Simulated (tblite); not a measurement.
Species: C7H17N2Si (charge +1).
SMILES with atom numbers: `[CH3:1][N:2]([CH3:3])/[C:4]([SiH3:5])=[CH:6]/[CH:7]=[N+:8]([CH3:9])[CH3:10]` (hydrogens: H11, H12, H13 on C1; H14, H15, H16 on C3; H17, H18, H19 on Si5; H20 on C6; H21 on C7; H22, H23, H24 on C9; H25, H26, H27 on C10)

Geometry (GFN2-xTB, Å), atoms numbered from 1 in this order:
```xyz
27
C7H17N2Si angstrom
C      2.917   -0.553    1.920
N      2.028   -0.500    0.784
C      2.680   -0.739   -0.489
C      0.733   -0.242    0.890
Si    -0.063   -0.261    2.654
C     -0.030   -0.039   -0.266
C     -1.355    0.344   -0.265
N     -2.084    0.590   -1.336
C     -3.468    0.983   -1.238
C     -1.551    0.471   -2.675
H      2.521    0.008    2.762
H      3.874   -0.110    1.643
H      3.092   -1.587    2.229
H      2.793    0.188   -1.055
H      3.668   -1.157   -0.312
H      2.113   -1.455   -1.086
H      0.178    1.065    3.216
H      0.579   -1.352    3.382
H     -1.486   -0.562    2.539
H      0.449   -0.132   -1.227
H     -1.863    0.485    0.678
H     -3.619    1.953   -1.714
H     -3.777    1.053   -0.197
H     -4.101    0.249   -1.741
H     -1.250   -0.558   -2.883
H     -0.686    1.124   -2.805
H     -2.312    0.760   -3.394
```

Structure optimised with GFN2-xTB, isolated species.

Masses are those of the commonest isotopes; rigid-rotor values at the optimised geometry. The values belong to one conformer with, in the numbering `[CH3:1][N:2]([CH3:3])/[C:4]([SiH3:5])=[CH:6]/[CH:7]=[N+:8]([CH3:9])[CH3:10]`, C4–C6–C7–N8 177°.

Task: What are A, B and C (MHz)?

Result: Ia = 284.58, Ib = 868.85, Ic = 1130.81 u·Å²; 505379 MHz·u·Å²/I gives A = 1776, B = 581.7, C = 446.9 MHz.

Task: Classify the top.

Result: An asymmetric top: κ = (2 × 581.7 − 1776 − 446.9)/(1776 − 446.9) = -0.80.

Task: What does the inertial defect say?

Result: Not planar: Δ = Ic − Ia − Ib = -22.62 u·Å². For a rigid frame Δ = −2 Σ m c², so Σ m c² = 11.31 u·Å² lies off the ab plane: 9.87 from hydrogen and 1.44 from heavier atoms. The atom farthest from that plane is 1.28 Å away.

Task: Give the other two planar moments, Paa and Pbb, and the rms extents of the mass along the axes.

Result: Paa = Σ m a² = (Ib + Ic − Ia)/2 = 857.54 and Pbb = Σ m b² = (Ia + Ic − Ib)/2 = 273.28 u·Å². With the mass M = 157.12 u, the rms extents √(P/M) along a, b and c are 2.34, 1.32, 0.27 Å.

Task: Where do the levels up to J = 3 lie, in cm⁻¹?

Result: Above 0(0,0):
J = 1: 1(0,1) 0.0343, 1(1,1) 0.0741, 1(1,0) 0.0786
J = 2: 2(0,2) 0.1026, 2(1,2) 0.1383, 2(1,1) 0.1518, 2(2,1) 0.2713, 2(2,0) 0.2716
J = 3: 3(0,3) 0.2041, 3(1,3) 0.2342, 3(1,2) 0.2612, 3(2,2) 0.3742, 3(2,1) 0.3760, 3(3,1) 0.5848, 3(3,0) 0.5848
The levels of one J sum to (2J + 1)J(J + 1)(A + B + C)/3.

Task: Estimate the classical rotational partition function at 10 K, 200 K and 298.15 K.

Result: Point group C1, symmetry number σ = 1; q = (√π/σ)·√((kT/h)³/(ABC)), k/h = 20836.6 MHz/K: 7850 at 10 K, 702000 at 200 K, 1280000 at 298.15 K.

Its GFN2-xTB frequencies are all real (lowest 32 cm⁻¹). These are rigid-rotor constants of the computed structure; measured ground-state constants (B0) also hold zero-point vibration.
